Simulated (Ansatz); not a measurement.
(KH)4 ring (K₄H₄). Charge 0, multiplicity 1. Geometry PBE0-D4/def2-SVP.

```xyz
8

K     0.212    0.038   -3.220
K    -2.466    2.080   -0.127
K    -0.213   -0.039    3.220
K     2.467   -2.079    0.127
H    -1.565    1.471   -2.324
H    -1.867    1.422    2.156
H     1.565   -1.470    2.324
H     1.867   -1.422   -2.156
```

Another isomer (singlet) lies 0.65 eV lower at PBE0-D4/def2-TZVP; other spin states weren't run for this one.

Q: Estimate the orbital energies around the gap (eV) in Ansatz with PBE-D4/def2-SVP, r2SCAN-D4/def2-TZVP, B97M-V/def2-TZVP, PBE0-D4/def2-SVP, ωB97X-V/def2-TZVP.

A: 
```tsv
orbital	PBE-D4/def2-SVP	r2SCAN-D4/def2-TZVP	B97M-V/def2-TZVP	PBE0-D4/def2-SVP	ωB97X-V/def2-TZVP
HOMO−5	-17.42	-17.72	-17.97	-19.38	-21.79
HOMO−4	-17.39	-17.70	-17.94	-19.35	-21.76
HOMO−3	-4.12	-4.22	-4.40	-5.14	-7.56
HOMO−2	-3.79	-3.90	-4.07	-4.79	-7.15
HOMO−1	-3.79	-3.90	-4.07	-4.79	-7.15
HOMO	-3.45	-3.59	-3.76	-4.44	-6.77
LUMO	-0.63	0.12	-0.46	-0.16	0.85
LUMO+1	-0.51	0.21	-0.42	-0.11	0.86
LUMO+2	-0.51	0.31	-0.37	-0.08	0.89
LUMO+3	-0.51	0.31	-0.37	-0.08	0.89
LUMO+4	-0.11	0.42	-0.03	0.42	1.73
LUMO+5	0.15	0.49	0.07	0.74	1.96
```
